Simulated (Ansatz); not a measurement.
```xyz
6

Be    2.1840    0.0000    0.0000
Be    1.0920    1.8914    0.0000
Be   -1.0920    1.8914    0.0000
Be   -2.1840    0.0000    0.0000
Be   -1.0920   -1.8914    0.0000
Be    1.0920   -1.8914    0.0000
```

Basis set: 6-31G (spherical functions). All electrons are correlated. Charge 0, multiplicity 1.

Computed with Ansatz (development build ahead of 0.2.0); each method stands on the lowest determinant of its kind that the runs found. Restricted open shells among the atoms or ions are ROHF, correlated in semicanonical orbitals with singles.

**Question.** Give the atomization energy at this shape (free ground-state atoms in the same class of orbitals less the molecule, no zero-point energy) of singlet Be₆ by RHF-MP2, RHF.

**Answer.**

```tsv
method	atomization energy
RHF-MP2	83.90 kcal/mol
RHF	94.10 kcal/mol
```

This basis has no polarisation functions and is too small for such energies, which can lie far from measured ones in either direction.
